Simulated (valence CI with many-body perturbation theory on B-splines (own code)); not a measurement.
**Valence orbitals of Tb32+**

Calculated by configuration interaction combined with many-body perturbation theory (CI+MBPT): five valence electrons over a frozen Dirac-Fock core [Ar] 3d10, a basis of 9 s, 9 p, 8 d, 6 f, 3 g, 1 h functions for each j, with the one-electron correlation potential Σ1 (screened to all orders), the two-electron term Σ2, the three-electron term Σ3, Breit, model QED; selected single and double excitations, second order for the rest (own B-spline code, finite nucleus).

No measured spectrum was set against this ion. As an estimate, large intervals hold to a few tenths of a per cent, small ones and those within an open d or f shell to about a per cent. Among the levels kept, up to 260 cm⁻¹ of a level comes from second order outside the variational space, and about a tenth of that is noise between levels of different J, which matters for small intervals.

These are the spectroscopic orbitals of the CI (the correlating ones are not listed), shaped by the core and the other valence electrons. h is the expectation value of the core's Dirac-Fock operator, without the valence repulsion; Σ1 is computed up to l = 3 at one energy for each symmetry, that of its lowest orbital but kept below the first core excitation, so for empty shells it is not the orbital's own correlation shift; Breit and QED include the response of the core.

| Orbital | h (hartree) | Σ1 (cm⁻¹) | Breit (cm⁻¹) | QED (cm⁻¹) | ⟨r⟩ (bohr) |
| --- | --- | --- | --- | --- | --- |
| 4s1/2 | -59.161 | -13353 | 7699 | 5793 | 0.4860 |
| 5s1/2 | -35.106 | -4706 | 3351 | 2565 | 0.8281 |
| 6s1/2 | -23.254 | -2248 | 1722 | 1340 | 1.264 |
| 7s1/2 | -16.541 | -1271 | 1014 | 792 | 1.789 |
| 4p1/2 | -56.332 | -13905 | 11991 | 25.2 | 0.4860 |
| 5p1/2 | -33.737 | -4969 | 5275 | 15.4 | 0.8395 |
| 6p1/2 | -22.5 | -2424 | 2777 | 9.2 | 1.284 |
| 7p1/2 | -16.082 | -1386 | 1654 | 5.8 | 1.819 |
| 4p3/2 | -54.45 | -12381 | 7290 | 577 | 0.5045 |
| 5p3/2 | -32.865 | -4595 | 3230 | 261 | 0.8632 |
| 6p3/2 | -22.024 | -2278 | 1830 | 140 | 1.313 |
| 7p3/2 | -15.794 | -1315 | 1094 | 84.2 | 1.853 |
| 4d3/2 | -49.96 | -13639 | 5115 | -305 | 0.4972 |
| 5d3/2 | -30.731 | -5035 | 2321 | -132 | 0.8750 |
| 6d3/2 | -20.851 | -2539 | 1266 | -71.0 | 1.341 |
| 4d5/2 | -49.558 | -13079 | 3130 | -89.9 | 0.5023 |
| 5d5/2 | -30.539 | -4841 | 1374 | -35.0 | 0.8812 |
| 6d5/2 | -20.744 | -2443 | 750 | -17.6 | 1.348 |
| 4f5/2 | -44.761 | -13031 | 1772 | -164 | 0.4689 |
| 5f5/2 | -28.408 | -4198 | 786 | -78.4 | 0.8690 |
| 4f7/2 | -44.671 | -12637 | 595 | -94.6 | 0.4708 |
| 5f7/2 | -28.356 | -4070 | 270 | -43.6 | 0.8712 |
| 5g7/2 | -27.322 |  | 50.4 | -14.0 | 0.8053 |
| 5g9/2 | -27.303 |  | -15.9 | 0.3 | 0.8062 |

Among the shells of the start configuration 4s2 4p3, Σ1 is largest in size for 4p1/2, where it is 0.11 % of h.

Lowest root of each symmetry, sizes in configuration state functions:

```json
{"J": "1/2", "Parity": "even", "Roots": "8", "Reference": "59", "Variational": "39995", "Second order": "482566", "Change by selected CI (cm⁻¹)": "-12123", "Change by second order (cm⁻¹)": "-21"}
{"J": "3/2", "Parity": "even", "Roots": "11", "Reference": "99", "Variational": "39992", "Second order": "921237", "Change by selected CI (cm⁻¹)": "-13720", "Change by second order (cm⁻¹)": "-106"}
{"J": "5/2", "Parity": "even", "Roots": "10", "Reference": "111", "Variational": "39975", "Second order": "1232099", "Change by selected CI (cm⁻¹)": "-9620", "Change by second order (cm⁻¹)": "-140"}
{"J": "7/2", "Parity": "even", "Roots": "5", "Reference": "93", "Variational": "39980", "Second order": "1026998", "Change by selected CI (cm⁻¹)": "-13319", "Change by second order (cm⁻¹)": "-146"}
{"J": "9/2", "Parity": "even", "Roots": "2", "Reference": "64", "Variational": "34912", "Second order": "791631", "Change by selected CI (cm⁻¹)": "-14117", "Change by second order (cm⁻¹)": "-57"}
{"J": "1/2", "Parity": "odd", "Roots": "4", "Reference": "24", "Variational": "39999", "Second order": "432985", "Change by selected CI (cm⁻¹)": "-14980", "Change by second order (cm⁻¹)": "-16"}
{"J": "3/2", "Parity": "odd", "Roots": "7", "Reference": "39", "Variational": "39985", "Second order": "890492", "Change by selected CI (cm⁻¹)": "-13850", "Change by second order (cm⁻¹)": "-30"}
{"J": "5/2", "Parity": "odd", "Roots": "5", "Reference": "39", "Variational": "39986", "Second order": "1068584", "Change by selected CI (cm⁻¹)": "-13655", "Change by second order (cm⁻¹)": "-94"}
{"J": "7/2", "Parity": "odd", "Roots": "2", "Reference": "31", "Variational": "39975", "Second order": "957385", "Change by selected CI (cm⁻¹)": "-21473", "Change by second order (cm⁻¹)": "-124"}
{"J": "9/2", "Parity": "odd", "Roots": "2", "Reference": "16", "Variational": "39156", "Second order": "969721", "Change by selected CI (cm⁻¹)": "-20686", "Change by second order (cm⁻¹)": "-93"}
```
